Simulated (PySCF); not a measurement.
Molfile (atoms numbered from 1):
```
C4H11OPSi3
     RDKit          3D

 20 19  0  0  0  0  0  0  0  0999 V2000
    4.5262    0.4478    0.5312 C   0  0  0  0  0  0  0  0  0  0  0  0
    3.5046   -0.2147   -0.3582 C   0  0  0  0  0  0  0  0  0  0  0  0
    3.7445   -1.1385   -1.0984 O   0  0  0  0  0  0  0  0  0  0  0  0
    2.1918    0.3652   -0.2452 C   0  0  0  0  0  0  0  0  0  0  0  0
    1.0832    0.8450   -0.1721 C   0  0  0  0  0  0  0  0  0  0  0  0
   -0.6729    1.4353   -0.0896 Si  0  0  0  0  0  4  0  0  0  0  0  0
   -2.0985   -0.3560   -0.5904 Si  0  0  2  0  0  4  0  0  0  0  0  0
   -4.4007   -0.0028   -0.4810 Si  0  0  0  0  0  4  0  0  0  0  0  0
   -1.5603   -1.9862    0.8729 P   0  0  0  0  0  0  0  0  0  0  0  0
    4.2117    0.3671    1.5702 H   0  0  0  0  0  0  0  0  0  0  0  0
    4.5902    1.5057    0.2824 H   0  0  0  0  0  0  0  0  0  0  0  0
    5.4960   -0.0256    0.4011 H   0  0  0  0  0  0  0  0  0  0  0  0
   -0.8221    2.0061    1.2552 H   0  0  0  0  0  0  0  0  0  0  0  0
   -0.7471    2.5328   -1.0603 H   0  0  0  0  0  0  0  0  0  0  0  0
   -1.7351   -0.8381   -1.9439 H   0  0  0  0  0  0  0  0  0  0  0  0
   -4.7584    1.0977   -1.3782 H   0  0  0  0  0  0  0  0  0  0  0  0
   -4.8340    0.3786    0.8642 H   0  0  0  0  0  0  0  0  0  0  0  0
   -5.2024   -1.1624   -0.8768 H   0  0  0  0  0  0  0  0  0  0  0  0
   -2.1832   -2.9911    0.1604 H   0  0  0  0  0  0  0  0  0  0  0  0
   -0.3386   -2.2551    0.2924 H   0  0  0  0  0  0  0  0  0  0  0  0
  1  2  1  0
  2  3  2  0
  2  4  1  0
  4  5  3  0
  5  6  1  0
  6  7  1  0
  7  8  1  0
  7  9  1  0
  1 10  1  0
  1 11  1  0
  1 12  1  0
  6 13  1  0
  6 14  1  0
  7 15  1  6
  8 16  1  0
  8 17  1  0
  8 18  1  0
  9 19  1  0
  9 20  1  0
M  END
```

- GIAO PBE0/pcSseg-1 shieldings
- GFN2-xTB geometry
- run in PySCF 2.14.0 with density-fitted response routines
- gas phase, averaged over atoms made equivalent by symmetry, fast rotation or ring inversion, one conformer, no relativistic terms

Shifts are taken against calculated references (same method and geometry level): 13C (σref 186.93) and 1H (σref 31.72) and 29Si (σref 349.16) vs TMS; 17O (σref 336.08) against H2O; H3PO4 for 31P (σref 318.38).

```json
{"atoms": "C1", "nucleus": "13C", "count": "1", "δ (ppm)": "36.4"}
{"atoms": "Si7", "nucleus": "29Si", "count": "1", "δ (ppm)": "-97.3"}
{"atoms": "H14", "nucleus": "1H", "count": "1", "δ (ppm)": "?"}
{"atoms": "H16/H17/H18", "nucleus": "1H", "count": "3", "δ (ppm)": "3.55"}
{"atoms": "P9", "nucleus": "31P", "count": "1", "δ (ppm)": "?"}
{"atoms": "H15", "nucleus": "1H", "count": "1", "δ (ppm)": "4.60"}
{"atoms": "H13", "nucleus": "1H", "count": "1", "δ (ppm)": "4.37"}
{"atoms": "C2", "nucleus": "13C", "count": "1", "δ (ppm)": "187.9"}
{"atoms": "O3", "nucleus": "17O", "count": "1", "δ (ppm)": "714.4"}
{"atoms": "C5", "nucleus": "13C", "count": "1", "δ (ppm)": "?"}
{"atoms": "H19/H20", "nucleus": "1H", "count": "2", "δ (ppm)": "1.47"}
{"atoms": "Si8", "nucleus": "29Si", "count": "1", "δ (ppm)": "-111.6"}
{"atoms": "H10/H11/H12", "nucleus": "1H", "count": "3", "δ (ppm)": "?"}
{"atoms": "C4", "nucleus": "13C", "count": "1", "δ (ppm)": "113.6"}
{"atoms": "Si6", "nucleus": "29Si", "count": "1", "δ (ppm)": "?"}
```

Problem. Complete the table.

Solution. 
- C5: 95.4 ppm, alkyne carbon; sp carbons lie upfield of alkene carbons because the cylindrical π system leaves one tensor component strongly shielded
- H14: 4.50 ppm, hydrogen on a silicon bonded to C, Si
- H10/H11/H12: 2.37 ppm, hydrogen on a methyl carbon α to a carbonyl; α to C=O
- Si6: -91.3 ppm, silicon bonded to C, Si, 2 H
- P9: -303.5 ppm, phosphorus bonded to Si, 2 H

Shifts are as computed. Against solution values, carbons near 30 ppm lie about +3 ppm off and those near 130 ppm about +5 ppm. Of 1309 compounds with measured shifts, 239 miss one by over three times the rms of a fit or turn the order of signals round; such compounds aren't used in these exercises. Unscaled 17O shifts of doubly bonded oxygen tend to come out too high, by tens of ppm or more. Experimental scales use liquid or dissolved standards, which lie at an offset from isolated H2O (liquid H2O: subtract about 36 ppm) and H3PO4.
